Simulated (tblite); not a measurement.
Species: C7H12.
Cartesian coordinates in Å at the GFN2-xTB level; atoms count from 1:
```xyz
19
C7H12 angstrom
C     -2.940    0.320   -0.670
C     -1.735   -0.550   -0.334
C     -0.475    0.283   -0.117
C      0.739   -0.582    0.225
C      1.987    0.259    0.408
C      3.338   -0.262    0.020
C      2.835    0.637   -0.771
H     -3.825   -0.293   -0.829
H     -3.146    1.015    0.142
H     -2.755    0.896   -1.573
H     -1.946   -1.129    0.568
H     -1.563   -1.260   -1.147
H     -0.647    0.996    0.692
H     -0.260    0.855   -1.022
H      0.907   -1.307   -0.576
H      0.536   -1.140    1.144
H      1.914    0.958    1.241
H      4.121   -0.933    0.277
H      2.904    1.244   -1.640
```

Computed with GFN2-xTB (tblite): harmonic, unscaled wavenumbers at the GFN2-xTB geometry, gas phase. This tight-binding method is rough: wavenumbers can miss measured ones by several per cent, in bad cases by 10 to 20. One conformer, not necessarily the lowest.

Harmonic wavenumbers (cm⁻¹): 50.2, 77.9, 115.0, 137.1, 232.1, 293.3, 334.2, 444.8, 470.4, 678.8, 737.7, 773.3, 822.9, 858.3, 913.8, 942.7, 945.5, 954.2, 1000.6, 1045.2, 1073.1, 1105.4, 1122.0, 1130.1, 1217.8, 1242.9, 1259.7, 1276.1, 1284.3, 1328.2, 1369.4, 1378.9, 1415.9, 1488.6, 1497.6, 1500.4, 1504.9, 1508.2, 1767.3, 2948.2, 2956.2, 2959.4, 2968.4, 2975.2, 2975.8, 2983.6, 3029.6, 3031.1, 3036.7, 3220.0, 3243.9.

A = 9575, B = 1016, C = 977.2 MHz; mass 96.094 u (most abundant isotopes); point group C1, symmetry number 1.

Task: Zero-point energy?

Result: Half the sum of the wavenumbers: 36813 cm⁻¹ = 105.25 kcal/mol.

Task: Entropy at 500 K, 1 bar (ideal gas, RRHO, classical rotation)?

Result: Translation 42.19, rotation 29.46, vibration 40.45: S = 112.1 cal/(mol K).

Task: And Cp and H(500 K) − H(0)?

Result: Cp = 51.05 cal/(mol K), of which vibrations give 43.11 (their classical limit is 51 R = 101.3); H(500 K) − H(0) = 14.45 kcal/mol without the zero-point energy, 10.47 from vibrations.

Task: Blend soft modes into free rotors: weight 1/[1 + (100 cm⁻¹/ν̃)⁴] for the oscillator and the rest for a rotor with moment μB/(μ + B), μ = h/(8π²ν), B = 10⁻⁴⁴ kg m². What vibrational entropy results?

Result: 37.26 cal/(mol K) in place of 40.45, which changes −T·S at 500 K by +1.60 kcal/mol.

Task: What must be added to the electronic energy to get the Gibbs energy at 500 K and 1 bar?

Result: ZPE + [H(500 K) − H(0)] − T·S = 105.25 + 14.45 − 56.05 = 63.65 kcal/mol.

Task: How do the functions run with temperature in this model?

Result: 
```json
{"T (K)": "150", "S (cal/(mol K))": "73.6", "Cp (cal/(mol K))": "20.1", "H − H(0) (kcal/mol)": "2.15", "G − H(0) (kcal/mol)": "-8.88", "ln q(vib)": "2.57"}
{"T (K)": "250", "S (cal/(mol K))": "85.5", "Cp (cal/(mol K))": "27.8", "H − H(0) (kcal/mol)": "4.52", "G − H(0) (kcal/mol)": "-16.86", "ln q(vib)": "4.65"}
{"T (K)": "298.15", "S (cal/(mol K))": "90.8", "Cp (cal/(mol K))": "32.3", "H − H(0) (kcal/mol)": "5.97", "G − H(0) (kcal/mol)": "-21.10", "ln q(vib)": "5.63"}
{"T (K)": "400", "S (cal/(mol K))": "101.7", "Cp (cal/(mol K))": "42.2", "H − H(0) (kcal/mol)": "9.77", "G − H(0) (kcal/mol)": "-30.91", "ln q(vib)": "7.72"}
{"T (K)": "600", "S (cal/(mol K))": "122.1", "Cp (cal/(mol K))": "58.5", "H − H(0) (kcal/mol)": "19.94", "G − H(0) (kcal/mol)": "-53.32", "ln q(vib)": "11.93"}
{"T (K)": "900", "S (cal/(mol K))": "149.1", "Cp (cal/(mol K))": "74.7", "H − H(0) (kcal/mol)": "40.11", "G − H(0) (kcal/mol)": "-94.11", "ln q(vib)": "18.21"}
```

q(vib) and H(0) count from the zero-point level.

Hindered rotation and anharmonicity are outside this model. Other conformers, if any are populated, would add a mixing term that is left out. The structure is chiral; the term R ln 2 for an equal mix with its mirror image is left out.

Hardware: one thread of an Arm Neoverse N1, on a shared host. Cost: 0.84 s of wall time. This covers the Hessian and the dipole derivatives.
